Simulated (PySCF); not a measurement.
H2SSe2. Atoms are numbered in the order given.

```xyz
5

Se    -0.1593    -0.9112     0.1149
S     -2.2124    -0.1076     0.3765
H     -2.5690    -0.1055    -0.9318
Se     1.2320     0.9280    -0.2975
H      1.4981     1.2562     1.1178
```
Charge 0, spin multiplicity 1.

Geometry: r2SCAN-D4/def2-SVP. The values are those of a single conformer.

These are r2SCAN/def2-TZVPD (PySCF) values and carry that method's errors.

Mulliken values depend strongly on the basis, most of all with diffuse functions as here. ESP charges are fitted to the potential on shells at 1.4 to 2.0 van der Waals radii. Atomic charges (e):

| atom | Mulliken | ESP fit |
|---|---|---|
| Se1 | 0.05 | 0.00 |
| S2 | -0.31 | -0.18 |
| H3 | 0.24 | 0.17 |
| Se4 | -0.17 | -0.12 |
| H5 | 0.18 | 0.13 |
